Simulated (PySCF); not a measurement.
Nuclear quadrupole coupling in `CN[SiH2]/C=C(/C#N)OC`

C5H10N2OSi.
Geometry (GFN2-xTB, Å), atoms numbered from 1 in this order:
```xyz
19
C5H10N2OSi angstrom
C      3.7662   -0.1293   -0.4939
N      2.4159   -0.6162   -0.6202
Si     1.0555    0.3066   -0.1226
C     -0.3981   -0.8304   -0.4504
C     -1.6291   -0.4170   -0.1242
C     -2.7445   -1.2640   -0.3477
N     -3.6159   -1.9841   -0.5486
O     -1.8118    0.8208    0.4170
C     -3.1261    1.1749    0.7843
H      4.0622    0.5128   -1.3310
H      4.4658   -0.9650   -0.4358
H      3.8423    0.4534    0.4208
H      2.3211   -1.2406   -1.4073
H      1.2270    0.5640    1.3104
H      0.8418    1.5843   -0.8245
H     -0.2964   -1.8153   -0.8768
H     -3.0656    2.1958    1.1564
H     -3.8081    1.1375   -0.0713
H     -3.5119    0.5208    1.5731
```

Field gradients from the PBE0/pcSseg-1 density (PySCF, non-relativistic), principal values in atomic units, ordered |Vxx| ≤ |Vyy| ≤ |Vzz|:

| atom | Vxx | Vyy | Vzz |
| --- | --- | --- | --- |
| N2 | 0.3408 | 0.7180 | -1.0589 |
| N7 | 0.4342 | 0.5508 | -0.9850 |
| O8 | -0.1921 | -1.7158 | 1.9079 |

**Question.** Find the asymmetry η = (Vxx − Vyy)/Vzz and the couplings χ = eQV/h (234.96 MHz × Q in barn × V in au), with Q(14N) = 0.02044 b, Q(17O) = −0.0256 b.

**Answer.** 
| atom | environment | nucleus | η | χzz (MHz) | χxx (MHz) | χyy (MHz) |
| --- | --- | --- | --- | --- | --- | --- |
| N2 | silicon-bound nitrogen | 14N | 0.36 | -5.09 | 1.64 | 3.45 |
| N7 | nitrile nitrogen | 14N | 0.12 | -4.731 | 2.085 | 2.645 |
| O8 | ether oxygen | 17O | 0.80 | -11.48 | 1.16 | 10.32 |

The tensor is traceless: Vxx + Vyy + Vzz = 0.

**Question.** What is Vzz at N7 in SI units (1 au = 9.71736 × 10²¹ V/m²)?

**Answer.** -0.9850 au = -9.572 × 10²¹ V/m².

**Question.** And the gradient at the other heavy atoms, for which no coupling is worked out here?

**Answer.** 
| atom | environment | Vzz (au) | η |
| --- | --- | --- | --- |
| C1 | N-methyl carbon | 0.231 | 0.05 |
| Si3 | SiH2 silicon | 0.290 | 0.62 |
| C4 | alkene CH carbon | 0.283 | 0.37 |
| C5 | vinylic carbon bearing oxygen | -0.306 | 0.62 |
| C6 | nitrile carbon | -0.374 | 0.00 |
| C9 | methoxy carbon | 0.464 | 0.05 |

**Question.** What couplings would deuterons (Q(2H) = 0.00286 b) have in place of the hydrogens, at this geometry?

**Answer.** 
| atom | bonded to | bond length (Å) | Vzz (au) | η | χzz (kHz) |
| --- | --- | --- | --- | --- | --- |
| H10 | C1 | 1.096 | 0.2954 | 0.05 | 198 |
| H11 | C1 | 1.091 | 0.3040 | 0.05 | 204 |
| H12 | C1 | 1.087 | 0.3097 | 0.07 | 208 |
| H13 | N2 | 1.009 | 0.4205 | 0.19 | 283 |
| H14 | Si3 | 1.466 | 0.1597 | 0.04 | 107 |
| H15 | Si3 | 1.473 | 0.1534 | 0.02 | 103 |
| H16 | C4 | 1.078 | 0.3352 | 0.06 | 225 |
| H17 | C9 | 1.088 | 0.3038 | 0.08 | 204 |
| H18 | C9 | 1.095 | 0.2881 | 0.10 | 194 |
| H19 | C9 | 1.095 | 0.2886 | 0.10 | 194 |

Isolated species at its GFN2-xTB geometry (one conformer only). GFN2-xTB bond lengths can be off by several hundredths of an ångström, more for odd bonds, and the gradients follow them. These gradients aren't converged with respect to the basis.
